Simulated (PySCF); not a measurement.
Al(F)(vinyl)2 (C₄H₆AlF), SMILES C=[CH][Al]([F])[CH]=C.

Geometry optimised at B3LYP-D3(BJ)/def2-SVP. The structure was generated by enumeration; whether it is a known compound was not checked. Other conformers were not sampled.

All values below come from r2SCAN/def2-TZVP (PySCF).

Symmetry labels are those of the subgroup C2 that the program uses (full group C2).

Computed valence orbital energies around the gap with their symmetry:
| orbital | symmetry | energy (eV) |
|---|---|---|
| HOMO−7 | B | -10.22 |
| HOMO−6 | A | -10.15 |
| HOMO−5 | B | -9.65 |
| HOMO−4 | B | -9.41 |
| HOMO−3 | A | -8.22 |
| HOMO−2 | B | -7.38 |
| HOMO−1 | A | -7.20 |
| HOMO | B | -6.98 |
| LUMO | B | -2.12 |
| LUMO+1 | A | -1.32 |
| LUMO+2 | A | -0.02 |
| LUMO+3 | B | 0.79 |
